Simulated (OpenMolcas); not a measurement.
# Ni2+: moving the ligands

Ni2+ with 6 ligands (fluoride) in trigonal prismatic coordination (D3h) at 2 Å, a polar angle of 45.7° against the regular 49.1°. A charge of +0.667 e stands 3.2 Å behind each ligand. Ligand basis ANO-RCC-VDZP.
```
Ni    0.0000    0.0000    0.0000
F     1.4305    0.0000    1.3978
F    -0.7152    1.2388    1.3978
F    -0.7152   -1.2388    1.3978
F     1.4305    0.0000   -1.3978
F    -0.7152    1.2388   -1.3978
F    -0.7152   -1.2388   -1.3978
```

```
Program             : OpenMolcas 26.06
Method              : SS-CASPT2, IPEA 0.25 Eh, imaginary shift 0.1 Eh (closed shells correlated: 3s 3p and the ligand valence shells)
Basis               : ANO-RCC-VTZP [6s5p3d2f1g]
Scalar Hamiltonian  : DKH2, point nucleus
Active space        : 8 electrons in 5 orbitals (3d)
State averaging     : 2S+1 = 3 even, 10 roots; 2S+1 = 1 even, 15 roots
Spin-orbit coupling : state interaction with AMFI integrals over the reference wave functions
```

Runs around this geometry, states (labels of D3, the rotations of D3h). Energies in cm-1 above the lowest state or level, χT in cm3 K/mol.

| R (Å) | Polar angle / regular | Ground state | First state of that spin | First gap with spin-orbit (degeneracies) | χT at 300 K | First state of another spin |
| --- | --- | --- | --- | --- | --- | --- |
| 2 | 0.874 | 3A2 | 3E 4250 | 120 (1, 2) | 1.721 | 1E 13510 |
| 1.93 | 0.93 | 3A2 | 3E 5110 | 110 (1, 2) | 1.596 | 1E 13610 |
| 2 | 0.93 | 3A2 | 3E 3970 | 130 (1, 2) | 1.770 | 1E 13560 |
| 2.09 | 0.93 | 3A2 | 3E 2870 | 150 (1, 2) | 2.036 | 1E 13410 |

Taking the first state of the same spin as R^-n, n = -ln(2870 / 5110) / ln(2.09 / 1.93) = 7.2 between the shortest and longest distance.

Roots that are degenerate in the reference are averaged as groups; the widest CASPT2 spread within a group is 87 cm-1 (the 2-fold group of multiplicity 3 near 11800 cm-1 above the lowest state of its run, R = 2, ratio = 0.874). Shifts and gaps below about the spread of the groups concerned are not significant. Over all roots computed the reference weight is 0.69 to 0.71 in R = 2 in ratio = 0.874, 0.70 to 0.71 in R = 1.93 in ratio = 0.93, 0.69 to 0.71 in R = 2 in ratio = 0.93, 0.69 to 0.71 in R = 2.09 in ratio = 0.93; a low but even weight reflects the number of correlated electrons. A single d shell leaves out the double-shell effect, which counts most for late 3d ions, where the CASPT2 field can be off either way by tens of per cent. Ligand-to-metal charge-transfer states are missing. For late 3d ions with one d shell CASPT2 can put B and the spin-flip bands somewhat low as well as high. Free-ion shares, where given, are those of the reference states; single-state CASPT2 does not remix them. No measured value stands beside these numbers; the geometry is a model, was not optimised and need not be the one that this ion takes.
